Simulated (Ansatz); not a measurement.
PBE exchange is replaced step by step with exact exchange (0 % is PBE, 25 % PBE0; no dispersion term), basis def2-TZVPD, Ansatz. System: [TaOF4]- (TaOF₄⁻). The state is a singlet with charge -1. Geometry: r2SCAN-D4/def2-SVPD.

Geometry of the singlet:

```xyz
6

Ta    0.0016   -0.0288   -0.0525
O     0.0487   -0.8670   -1.5852
F     1.7948    0.6821    0.2145
F     0.4825   -1.3559    1.2888
F    -1.8200   -0.2341    0.6044
F    -0.5077    1.8038   -0.4700
```

In the def2 sets Ta takes a core potential; there is no spin–orbit coupling.

| exact exchange (%) | HOMO (eV) | LUMO (eV) | gap (eV) |
| --- | --- | --- | --- |
| 0 | -2.96 | 2.67 | 5.63 |
| 5 | -3.29 | 2.84 | 6.13 |
| 10 | -3.61 | 3.02 | 6.64 |
| 15 | -3.94 | 3.20 | 7.14 |
| 25 | -4.60 | 3.57 | 8.17 |
| 35 | -5.26 | 3.92 | 9.18 |
| 50 | -6.25 | 4.18 | 10.43 |
